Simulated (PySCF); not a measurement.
## Te⁺: excitation energy

Te⁺ [Kr] 4d10 5s2 5p3 (4S) → Te⁺ [Kr] 4d10 5s2 5p2 6s1 (4P), as a difference of total energies. Calculation: PySCF 2.14, in aug-cc-pVTZ-DK3; the spin-free X2C one-electron Hamiltonian (Gaussian nucleus). Correlated levels: valence: [Kr] 4d10 frozen. The calculations carry no spin-orbit coupling.

```json
{"method": "UHF", "excitation energy (eV)": "10.207"}
{"method": "MP2 (valence)", "excitation energy (eV)": "10.299"}
{"method": "SCS-MP2 (valence)", "excitation energy (eV)": "10.278"}
{"method": "CCSD (valence)", "excitation energy (eV)": "10.264"}
{"method": "CCSD(T) (valence)", "excitation energy (eV)": "10.260"}
```

Q: How much does correlation contribute at CCSD(T) (valence)?

A: 10.260 − (10.207) = 0.053 eV, measured against UHF.

A first-order spin-orbit estimate (lowest level to lowest level, LS coupling) adds -0.498 eV.

The promoted electron is Rydberg-like, and one or two diffuse shells describe it only roughly, which tends to raise the upper state.
